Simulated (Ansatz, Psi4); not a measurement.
Input for Ansatz (a program for electronic structure):
Ansatz 0.2 input:
```yaml
crystal:
  periodic: [false, false, false]
  atoms:
    - {symbol: C, position_ang: [-3.89440677, 0.59454652, -0.33914431]}
    - {symbol: C, position_ang: [-2.68001968, -0.31588928, -0.20491072]}
    - {symbol: C, position_ang: [-1.38482384, 0.48734588, -0.11951388]}
    - {symbol: C, position_ang: [-0.17218977, -0.42092200, 0.01524335]}
    - {symbol: O, position_ang: [1.00033746, 0.39177182, 0.08275542]}
    - {symbol: C, position_ang: [2.16802990, -0.25184192, 0.17766581]}
    - {symbol: C, position_ang: [3.31561892, 0.72248799, 0.23727749]}
    - {symbol: O, position_ang: [2.26799694, -1.44948390, 0.20894184]}
    - {symbol: H, position_ang: [-3.81830555, 1.20228703, -1.23782775]}
    - {symbol: H, position_ang: [-4.80696323, 0.00670346, -0.39843415]}
    - {symbol: H, position_ang: [-3.96943663, 1.25962206, 0.51805895]}
    - {symbol: H, position_ang: [-2.78316202, -0.93130463, 0.69123698]}
    - {symbol: H, position_ang: [-2.63196905, -0.98823606, -1.06403610]}
    - {symbol: H, position_ang: [-1.41976689, 1.15834622, 0.74057834]}
    - {symbol: H, position_ang: [-1.26798427, 1.09989802, -1.01525903]}
    - {symbol: H, position_ang: [-0.23298041, -1.03303909, 0.92249391]}
    - {symbol: H, position_ang: [-0.08587689, -1.09870449, -0.84185072]}
    - {symbol: H, position_ang: [3.18703026, 1.38072010, 1.09268432]}
    - {symbol: H, position_ang: [3.31828247, 1.33210993, -0.66271262]}
    - {symbol: H, position_ang: [4.25120428, 0.17893113, 0.32178314]}
basis:
  gaussian:
    orbitals: STO-3G
hamiltonian:
  xc: blyp
accuracy: high
```

Problem. Write the same job for Psi4.

Solution. One answer among several that fit: 
```
memory 2 GB

molecule mol {
0 1
  C    -3.894407    0.594547   -0.339144
  C    -2.680020   -0.315889   -0.204911
  C    -1.384824    0.487346   -0.119514
  C    -0.172190   -0.420922    0.015243
  O     1.000337    0.391772    0.082755
  C     2.168030   -0.251842    0.177666
  C     3.315619    0.722488    0.237277
  O     2.267997   -1.449484    0.208942
  H    -3.818306    1.202287   -1.237828
  H    -4.806963    0.006703   -0.398434
  H    -3.969437    1.259622    0.518059
  H    -2.783162   -0.931305    0.691237
  H    -2.631969   -0.988236   -1.064036
  H    -1.419767    1.158346    0.740578
  H    -1.267984    1.099898   -1.015259
  H    -0.232980   -1.033039    0.922494
  H    -0.085877   -1.098704   -0.841851
  H     3.187030    1.380720    1.092684
  H     3.318282    1.332110   -0.662713
  H     4.251204    0.178931    0.321783
}

set basis sto-3g
set reference rks
set scf_type pk
set puream true
set d_convergence 1e-8
set dft_radial_points 99
set dft_spherical_points 590

energy('blyp')
print_variables()
```

Both were run: Ansatz gave -381.168986 Eh and Psi4 -381.168986 Eh, 0.000 mEh apart.
